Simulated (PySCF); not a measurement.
InF₂Cl, SMILES [F][In]([F])[Cl].

Geometry optimised at B3LYP-D3(BJ)/def2-SVP. The def2 effective core potentials stand for the cores of In; spin–orbit coupling is left out.

These are B3LYP-D3(BJ)/def2-SVP run with PySCF values and carry that method's errors.

Frequencies are harmonic and unscaled.

Computed normal modes with their intensities:
| mode | ν (cm⁻¹) | IR (km/mol) | moving atoms (share of kinetic energy) |
|---|---|---|---|
| 1 | 98 | 13.6 | F 48 %, Cl 33 %, In 18 % |
| 2 | 126 | 33.1 | F 86 %, In 11 % |
| 3 | 128 | 33.6 | F 53 %, In 36 %, Cl 11 % |
| 4 | 378 | 21.9 | Cl 78 %, In 18 % |
| 5 | 612 | 42.6 | F 90 %, In 10 % |
| 6 | 637 | 60.6 | F 81 %, In 19 % |
